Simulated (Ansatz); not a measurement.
Mulliken charges of `O[SiH2][GeH2][SH]` from B3LYP/def2-TZVPP in Ansatz (PBE0-D4/def2-TZVP geometry).

| atom | x (Å) | y (Å) | z (Å) | charge (e) |
| --- | --- | --- | --- | --- |
| O1 | -1.698 | 0.301 | -1.213 | -0.383 |
| Si2 | -0.697 | 0.930 | -0.065 | 0.394 |
| Ge3 | 0.496 | -0.902 | 0.874 | 0.191 |
| S4 | 1.929 | -1.725 | -0.629 | -0.315 |
| H5 | -2.153 | 0.908 | -1.799 | 0.184 |
| H6 | -1.458 | 1.661 | 0.989 | -0.084 |
| H7 | 0.279 | 1.892 | -0.656 | -0.087 |
| H8 | -0.408 | -2.094 | 1.219 | 0.005 |
| H9 | 1.264 | -0.476 | 2.142 | -0.009 |
| H10 | 2.529 | -0.546 | -0.859 | 0.104 |

**Question.** By hand: the dipole of these point charges (1 e Å = 4.8032 D).

**Answer.** Σ q r = (-0.186, 0.422, 0.344) e Å, of length 0.575 e Å = 2.76 D.

**Question.** How does the dipole of the full density compare? (Estimate.)

**Answer.** The calculation gave: (-0.219, 0.484, -0.022) e Å, 2.55 D; the point charges give 1.08 times that, at 39° from its direction.

Point charges leave out the atoms' own dipoles, such as those of lone pairs, and Mulliken's split depends on the basis, so the two needn't agree.

B3LYP here is the variant with VWN-RPA as its local correlation; programs differ in this.
